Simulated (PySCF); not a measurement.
# Ionisation energy of Ti(2+) by level of theory

Ti(2+) [Ar] 3d2 (3F) → Ti(3+) [Ar] 3d1 (2D), as a difference of total energies. Calculation: PySCF 2.14, in aug-cc-pVDZ-DK (7s6p4d2f, 59 functions); the spin-free X2C one-electron Hamiltonian (Gaussian nucleus). Correlated levels: valence: [Ar] frozen. The calculations carry no spin-orbit coupling.

```
           method  ionisation energy (eV)  error (eV)
              UHF                  26.910      -0.582
              LDA                  28.451      +0.959
              PBE                  28.391      +0.899
             PBE0                  28.257      +0.765
           r2SCAN                  28.312      +0.820
             PW91                  28.511      +1.019
            B3LYP                  28.419      +0.927
          r2SCAN0                  28.226      +0.734
             MN15                  27.869      +0.377
    MP2 (valence)                  26.986      -0.506
SCS-MP2 (valence)                  26.935      -0.557
```

Reference: 27.492 eV (measured; NIST Atomic Spectra Database, ionization energies).

Errors of the correlated levels include the incompleteness of this basis and the frozen core.
